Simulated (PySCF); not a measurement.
AsGaH₄. Atoms are numbered in the order given.

```xyz
6

Ga    -1.2218     0.0053     0.0000
As     1.1901    -0.0621     0.0000
H      1.2947     0.9720     1.1098
H      1.2947     0.9720    -1.1098
H     -1.9927    -0.0304    -1.3671
H     -1.9927    -0.0304     1.3671
```

Geometry optimised at PBE0-D3(BJ)/def2-TZVP.

The numbers are results of KT2/pcSseg-2 (PySCF), not measurements.

GIAO shieldings, no solvent; atoms alike by connectivity are averaged. δ = σ(ref) − σ: ⁷⁵As against AsH3 (σ = 1927.1 ppm); ¹H against TMS (σ = 31.47 ppm), references at their B3LYP-D3(BJ)/def2-TZVP geometries, non-relativistic.

Problem. Estimate the chemical shifts. (The exact figures need the calculation; the answer reports its results.)

Solution. 
```csv
nucleus,atoms,count,δ (ppm)
⁷⁵As,As2,1,79.0
¹H,"H5, H6",2,7.88
¹H,"H3, H4",2,2.69
```
